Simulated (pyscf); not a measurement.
Structures and frequencies: ωB97X-D3(BJ)/def2-SVP in PySCF.

Q: How much does it cost (ΔH, 298 K, ωB97M-D3(BJ)/def2-TZVP) to split H₃Si–Si(SiH₃)(SiH₃)–TeH (SMILES [SiH3][Si]([SiH3])([SiH3])[TeH]) at its Si–Te bond into H₃Si–Si•(SiH₃)–SiH₃ + TeH•?

A: Si–Te to H₃Si–Si•(SiH₃)–SiH₃ + TeH•: 256.3 kJ/mol. The 7 functionals that were run give +233.3 (M06-2X) to +290.4 kJ/mol (ωB97X-D3(BJ)/def2-TZVP). Other isomers of H₃Si–Si•(SiH₃)–SiH₃ were not searched in full and may lie lower. Left out: the spin-orbit lowering of TeH, which is large for Br, Se, Te and I. Elements past Kr carry the def2 core potentials, without spin-orbit coupling.
